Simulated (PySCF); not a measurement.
Vertical excitations of a molecule C2H6BClO from PySCF with TDDFT-CAM-B3LYP/def2-SVPD, as energy in eV (oscillator strength): 6.86 (0.003), 7.56 (0.003), 7.71 (0.211), 8.50 (0.032), 8.62 (0.031), 8.86 (0.010), 8.97 (0.027), 9.02 (0.059), 9.11 (0.075), 9.20 (0.016). Lowest triplet (TDA): 6.47 eV. Geometry optimised at PBE0-D3(BJ)/def2-SVP. The values are those of a single conformer.

Question: Which structure fits?
A. CCB(O)Cl
B. CCOBCl
C. COB(C)Cl

Answer: B, CCOBCl
